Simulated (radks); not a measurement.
Question: These are the eigenvalues of the occupied orbitals of an atom or ion with whole-number occupations (hartree). All-electron calculation, scalar-relativistic Kohn-Sham, PBEsol, spin-polarised, spherical densities, point nucleus. Program: a radial shooting solver on a logarithmic mesh with Libxc functionals.

orbital  eigenvalue
1s up     -324.9710
1s down   -324.9698
2s down   -39.00523
2s up     -39.00361
2p down   -33.67541
2p up     -33.67441
3s down    -4.20252
3s up      -4.20030
3p down    -2.64382
3p up      -2.64227
3d up      -0.18604
4s up      -0.18484
3d down    -0.18006

Which element is it, and in what charge state? The configuration may be excited. Open shells, if any, are filled with parallel spins first.

Answer: Z = 29, copper, charge 0: Cu in [Ar] 3d10 4s1. The list shows which subshells hold electrons but not how many an open one holds; the 1s level, -324.97 hartree, gives Z - s = 25.5 by -(Z - s)^2/2, which with screening and relativity narrows Z to a few neighbours, and the depths of the outer levels then fix element, charge and occupations together.
